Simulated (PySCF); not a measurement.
Species: C7H9PS.
Z-matrix (Å and degrees, PBE0-D3(BJ)/def2-SVP geometry), rows numbered from 1:
```
C 
S   1  1.7963
C   2  1.7662  1  103.68
C   3  1.4074  2  114.54  1   178.96
C   4  1.3869  3  123.42  2   179.96
C   5  1.4002  4  125.18  3     0.04
C   6  1.5045  5  119.33  4  -179.85
P   6  1.7399  5  122.29  4     0.09
C   3  1.3933  2  124.14  1    -1.04
H   1  1.1002  2  111.78  3   -61.40
H   1  1.0989  2  105.56  3  -179.40
H   1  1.0998  2  111.86  3    62.62
H   4  1.0939  3  118.20  2    -0.15
H   5  1.0967  4  117.03  3   179.92
H   7  1.1025  6  111.06  5    63.19
H   7  1.1022  6  111.15  5   -56.12
H   7  1.0998  6  111.76  5  -176.61
H   9  1.0932  3  119.16  2     0.05
```

All values: CAM-B3LYP/def2-SVPD (PySCF, non-relativistic), on one gas-phase PBE0-D3(BJ)/def2-SVP geometry that isn't relaxed in the solvent. The solvent is an IEF-PCM continuum (van der Waals radii × 1.2), and excitations are vertical TDDFT with non-equilibrium linear response and a frozen core. The model holds no explicit solvent molecules, cavitation or dispersion.

Gas-phase singlets (H = HOMO, L = LUMO):

| state | E (eV) | λ (nm) | f | leading configurations |
| --- | --- | --- | --- | --- |
| S1 | 4.168 | 297 | 0.022 | H→L 80% |
| S2 | 4.754 | 261 | 0.163 | H→L+1 69%, H-1→L 15%, H→L 12% |
| S3 | 5.080 | 244 | 0.017 | H-2→L 98% |
| S4 | 5.406 | 229 | 0.001 | H→L+2 61%, H→L+3 10%, H→L+8 8% |
| S5 | 5.524 | 224 | 0.450 | H-1→L 77%, H→L+1 15% |

Question: How does the list change in cyclohexane (ε = 2.017)?

Answer: 
```tsv
state	E (eV)	λ (nm)	f	leading configurations	change by rank (eV)
S1	4.139	300	0.039	H→L 84%	-0.029
S2	4.696	264	0.221	H→L+1 72%, H-1→L 14%, H→L 9%	-0.058
S3	5.056	245	0.023	H-2→L 98%	-0.024
S4	5.369	231	0.632	H-1→L 78%, H→L+1 16%	-0.037
S5	5.446	228	0.004	H→L+2 57%, H→L+3 13%	-0.078
```

Question: How do the frontier levels move from gas to cyclohexane?

Answer: 
```
orbital  gas (eV)  solvent (eV)  change (eV)                  Löwdin shares, gas              Löwdin shares, solvent
 LUMO+2      1.09          1.19        +0.10  S2 44 %, C1 15 %, H12 8 %, H10 8 %  S2 45 %, C1 14 %, H10 7 %, H12 7 %
 LUMO+1      0.23          0.26        +0.03  C3 18 %, C6 16 %, C5 16 %, C9 15 %  C3 18 %, C6 16 %, C5 16 %, C9 15 %
   LUMO     -0.40         -0.39        +0.01  P8 34 %, C4 17 %, C9 14 %, C6 14 %  P8 34 %, C4 17 %, C6 14 %, C9 14 %
   HOMO     -7.30         -7.29        +0.01   S2 36 %, C6 14 %, C3 10 %, C4 9 %   S2 36 %, C6 14 %, C3 11 %, C4 9 %
 HOMO-1     -8.45         -8.44        +0.01  C9 27 %, P8 23 %, C4 12 %, C5 11 %  C9 27 %, P8 24 %, C4 12 %, C5 11 %
 HOMO-2     -8.96         -8.98        -0.02   P8 60 %, C6 12 %, C9 11 %, S2 4 %   P8 60 %, C6 12 %, C9 11 %, S2 5 %
 HOMO-3     -9.46         -9.43        +0.03  S2 22 %, C5 17 %, C6 16 %, C3 12 %  S2 22 %, C5 17 %, C6 16 %, C3 12 %
```

The HOMO–LUMO gap goes from 6.90 to 6.89 eV.

The run took 42 s of wall time on AMD EPYC 9R14, one thread, shared host with 96 logical CPUs at a one-minute load of 13, and the process peaked at 1.5 GiB of memory. This is the whole response run at CAM-B3LYP/def2-SVPD in cyclohexane, SCF included.
